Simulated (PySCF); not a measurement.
# Ionisation energy of Se by level of theory

Se [Ar] 3d10 4s2 4p4 [4p1/2^2 4p3/2^2, M_J = 2] → Se⁺ [Ar] 3d10 4s2 4p3 [4p1/2^2 4p3/2^1, M_J = 3/2], as a difference of total energies. Calculation: PySCF 2.14, in x2c-SVPall-2c (5s6p3d, 38 functions); the two-component X2C-1e Hamiltonian. Correlated levels: [Ne] frozen; the 6 highest virtual spinors dropped. "Screened" scales the spin-orbit matrix elements by Boettger's factors to mimic the two-electron term; Breit and QED terms are absent.

| method | ionisation energy (eV) |
| --- | --- |
| GHF (spin-free) | 8.449 |
| GMP2 (spin-free) | 9.014 |
| GHF (screened spin-orbit) | 8.567 |
| GMP2 (screened spin-orbit) | 9.129 |

The spin-free rows relax to the high-spin LS determinant and lack the spin-orbit shift.

Errors of the correlated levels include the incompleteness of this basis and the frozen core.

The labels give the starting determinants; with spin-orbit coupling the two ends relaxed to ⟨J²⟩ = 6.01, ⟨L²⟩ = 2.07, ⟨S²⟩ = 1.97 and ⟨J²⟩ = 3.75, ⟨L²⟩ = 0.02, ⟨S²⟩ = 3.73.

Task: Which method comes closest to the reference value, and which is furthest?

Result: The reference is 9.752 eV (measured; NIST Atomic Spectra Database, ionization energies). Closest: GMP2 (screened spin-orbit) (error -0.623 eV); furthest: GHF (spin-free) (error -1.303 eV).
